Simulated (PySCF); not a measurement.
C₄H₉FO₂S.
SMILES: `CCS(=O)(=O)[C@@H](C)F`

The closed-shell SCF was solved with PySCF and density fitting under several settings on one GFN2-xTB geometry (grid level 2 and gas phase unless stated).

```json
{"settings": "PBE0/pcSseg-1", "basis functions": "188", "SCF cycles": "15", "E (Eh)": "-805.6203", "HOMO (eV)": "-8.21", "LUMO (eV)": "0.84", "dipole (D)": "3.02"}
{"settings": "PBE0/def2-SVPD", "basis functions": "248", "SCF cycles": "15", "E (Eh)": "-805.2878", "HOMO (eV)": "-8.32", "LUMO (eV)": "0.31", "dipole (D)": "3.04"}
{"settings": "PBE0/STO-3G, IEF-PCM cyclohexane, start guess huckel", "basis functions": "53", "SCF cycles": "12", "E (Eh)": "-795.6342", "HOMO (eV)": "-3.15", "LUMO (eV)": "4.62", "dipole (D)": "2.68"}
{"settings": "WP04/3-21G", "basis functions": "94", "SCF cycles": "16", "E (Eh)": "-814.3548", "HOMO (eV)": "-8.87", "LUMO (eV)": "-1.39", "dipole (D)": "3.38"}
{"settings": "OPBE/ANO-RCC-VDZP, fitting basis def2-universal-jkfit", "basis functions": "161", "SCF cycles": "12", "E (Eh)": "-805.9440", "HOMO (eV)": "-6.82", "LUMO (eV)": "-0.40", "dipole (D)": "2.65"}
```

Estimate the rows for these settings: (1) BHandHLYP/def2-SVPD, IEF-PCM tetrahydrofuran; (2) PBE0/STO-3G; (3) PW91/pcSseg-1, grid level 1, fitting basis def2-qzvpp-jkfit.

| settings | basis functions | SCF cycles | E (Eh) | HOMO (eV) | LUMO (eV) | dipole (D) |
| --- | --- | --- | --- | --- | --- | --- |
| BHandHLYP/def2-SVPD, IEF-PCM tetrahydrofuran | 248 | 12 | -805.6486 | -9.69 | 0.95 | 4.25 |
| PBE0/STO-3G | 53 | 14 | -795.6306 | -3.12 | 4.56 | 2.49 |
| PW91/pcSseg-1, grid level 1, fitting basis def2-qzvpp-jkfit | 188 | 13 | -806.0643 | -6.84 | -0.23 | 2.83 |

Over all rows, what range does the HOMO–LUMO gap span?

From 6.42 eV (OPBE/ANO-RCC-VDZP, fitting basis def2-universal-jkfit) to 10.64 eV (BHandHLYP/def2-SVPD, IEF-PCM tetrahydrofuran). The functional of the narrowest has no exact exchange, that of the widest 50 % exact exchange.

And the dipole moment?

From 2.49 D (PBE0/STO-3G) to 4.25 D (BHandHLYP/def2-SVPD, IEF-PCM tetrahydrofuran); the largest is 1.71 times the smallest, and the median is 2.92 D.

Compare two rows with the functional PBE0: PBE0/STO-3G and PBE0/def2-SVPD. Which energy is lower, and by how much?

PBE0/def2-SVPD (248 functions) lies 9.6572 Eh or 6060 kcal/mol below PBE0/STO-3G (53 functions).

Cycle counts include a coarse-grid stage where the run had one. WP04 was designed for NMR shieldings or shifts; total energies of different functionals aren't comparable. ANO-RCC sets were contracted for a scalar-relativistic Hamiltonian, but ran non-relativistically here. Geometry: GFN2-xTB, one conformer.

Shape of the structure used: `[CH3:1][CH2:2][S:3](=[O:4])(=[O:5])[C@@H:6]([CH3:7])[F:8]`: C1–C2–S3–O4 64°, C2–S3–C6–C7 -158°.
